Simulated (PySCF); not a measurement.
Ligand-field analysis of [TiBr4]-

[TiBr4]- holds Ti(III), d1, at total charge -1. The structure is a model geometry with rigid ligands and bond lengths from ionic radii, not a minimum; coordination tetrahedral, point group Td, metal–donor distances 2.41 Å.

```
5

Ti    0.000    0.000    0.000
Br    1.391    1.391    1.391
Br   -1.391   -1.391    1.391
Br   -1.391    1.391   -1.391
Br    1.391   -1.391   -1.391
```

Method (PySCF 2.14, density fitting): CASSCF(1,5) with orbitals averaged over all microstates of the shell, strongly contracted NEVPT2 on the averaged canonical orbitals; basis x2c-TZVPall on the metal, x2c-SVPall elsewhere; spin-free X2C; gas phase; spin-orbit coupling by state interaction with the mean-field operator over all roots.

## Spin-free states

```json
{"2S+1": "2", "deg.": "2", "symmetry": "2E", "free-ion term": "2D 1.00", "CASSCF / cm⁻¹": "0", "NEVPT2 / cm⁻¹": "0", "f(ED)": "–"}
{"2S+1": "2", "deg.": "3", "symmetry": "2T2", "free-ion term": "2D 1.00", "CASSCF / cm⁻¹": "5075", "NEVPT2 / cm⁻¹": "5526", "f(ED)": "8.2e-04"}
```

Energies are counted from the ground state at NEVPT2 level. Weights follow the labels. f(ED) is the electric-dipole oscillator strength from the ground state at the fixed geometry, without vibronic coupling; occupations, where given, run over the ligand-field orbitals from the lowest.

## Ligand-field fit

| cm⁻¹ | CASSCF | NEVPT2 |
| --- | --- | --- |
| 10Dq | 5075 | 5526 |

```
orbital  CASSCF / cm⁻¹  NEVPT2 / cm⁻¹  metal share   main function
      1              0              0         0.95  degenerate set
      2              0              0         0.95  degenerate set
      3           5075           5526         0.87  degenerate set
      4           5075           5526         0.87  degenerate set
      5           5075           5526         0.87  degenerate set
```

ζ = 64 cm⁻¹, against 152 for the free ion. Spin-orbit coupling on the heavy ligands mixes in, so a single ζ doesn't describe the levels.

Spin-orbit levels:

```json
{"E / cm⁻¹": "0.0", "deg.": "4", "make-up": "1.00 2E", "g (S′ = 1/2)": "–"}
{"E / cm⁻¹": "5446.5", "deg.": "2", "make-up": "1.00 2T2", "g (S′ = 1/2)": "1.61 1.61 1.61"}
{"E / cm⁻¹": "5572.3", "deg.": "4", "make-up": "1.00 2T2", "g (S′ = 1/2)": "–"}
```

## Magnetism

The ground state is orbitally degenerate (an E term, whose orbital moment is quenched to first order), so no simple spin Hamiltonian is given. The lowest spin-orbit level is 4-fold; the next lies at 5446.5 cm⁻¹. μeff is 1.78 μB at 300 K and 1.68 μB at 10 K; the spin-only value is 1.73 μB.

| T / K | χT / cm³ K mol⁻¹ | μeff / μB |
| --- | --- | --- |
| 2 | 0.353 | 1.68 |
| 5 | 0.354 | 1.68 |
| 10 | 0.354 | 1.68 |
| 20 | 0.356 | 1.69 |
| 30 | 0.357 | 1.69 |
| 50 | 0.360 | 1.70 |
| 75 | 0.363 | 1.71 |
| 100 | 0.367 | 1.71 |
| 150 | 0.374 | 1.73 |
| 200 | 0.381 | 1.75 |
| 250 | 0.388 | 1.76 |
| 300 | 0.395 | 1.78 |

Powder magnetisation at 2 K: 0.16 μB at 0.5 T, 0.30 μB at 1 T, 0.56 μB at 2 T, 0.73 μB at 3 T, 0.90 μB at 5 T, 0.95 μB at 7 T.

Charge-transfer states lie outside this active space and may come lower than some of these levels. The ground state is orbitally degenerate in this regular structure, which would distort (Jahn–Teller), so its moment is that of the undistorted model. NEVPT2 on the d shell alone tends to put d–d bands too high for such charged or covalently bound ions.

The job took 51 s on one thread of Arm Neoverse N1 (shared host), with 176 basis functions and a peak of 0.52 GiB, launched as `OMP_NUM_THREADS=1 python lf_run.py task.json out`.
